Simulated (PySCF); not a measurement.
SMILES [SiH2][SiH], doublet at its B3LYP/def2-SVP optimised geometry (Å):

```
5

Si    -0.7521     1.6821     0.0000
Si     0.5093    -0.2510     0.0000
H     -2.0056     0.7974    -0.0035
H      0.0649    -1.6821     0.0066
H      2.0056    -0.2510     0.0000
```

Calculation: unrestricted B3LYP/def2-TZVP run with PySCF 2.14.0.

Map of the Laplacian of the electron density (e/bohr⁵) on the plane z = 0.8 Å:

```
|2222222222222222222222222222222|
|2222222222222222222222222222222|
|2222222222222222222222222222222|
|2222222222222222222222222222222|
|2222222222222222222222222222222|
|2222222222223332222222222222222|
|2222222222322223222222222222222|
|2222222223321122322222222222222|
|2222222233310002332222222222222|
|2222222333336512332222222222222|
|2222222334348722333222222222222|
|2222223344444322333322222222222|
|2222223444444322333332222222222|
|2222223344444322123333322222222|
|2222222333333320013344332222222|
|2222222233333320253344433222222|
|2222222222233332694344433222222|
|2222222222223332454344432222222|
|2222222222223343334443332222222|
|2222222222223344444333322222222|
|2222222222222345443332222222222|
|2222222222222344443322222222222|
|2222222222222333333222222222222|
|2222222222222223322222222222222|
|2222222222222222222222222222222|
|2222222222222222222222222222222|
|2222222222222222222222222222222|
|2222222222222222222222222222222|
|2222222222222222222222222222222|
|2222222222222222222222222222222|
|2222222222222222222222222222222|
```
Scale: ten equal steps from -0.042 (start of '0') to 0.135 (end of '9'), in the order '0123456789'; x runs from -4.50 to 4.50, y from -4.50 (bottom) to 4.50 (top).
